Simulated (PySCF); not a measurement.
## Working out the excitation energy of Br

Br [Ar] 3d10 4s2 4p5 (2P) → Br [Ar] 3d10 4s1 4p6 (2S). All numbers are calculated (PySCF 2.14, the non-relativistic Hamiltonian (point nucleus), in def2-TZVPPD). Frozen: [Ar] 3d10. Energies in hartree (1 hartree = 27.21139 eV):

```json
{"part": "UHF", "Br (lower)": "-2572.398469", "Br (upper)": "-2571.869052"}
{"part": "CCSD correlation", "Br (lower)": "-0.153970", "Br (upper)": "-0.281170"}
{"part": "(T)", "Br (lower)": "-0.004650", "Br (upper)": "-0.041862"}
```

What does Hartree-Fock give?

(-2571.869052) − (-2572.398469) = 0.529417 hartree = 14.406 eV.

What do CCSD and CCSD(T) give?

The CCSD correlation energies differ by -0.127200 hartree = -3.461 eV and the triples by -0.037212 hartree = -1.013 eV, so CCSD gives 10.945 eV and CCSD(T) 9.932 eV.

The calculation is non-relativistic.

The coupled-cluster amplitudes are large, so a single reference is strained.
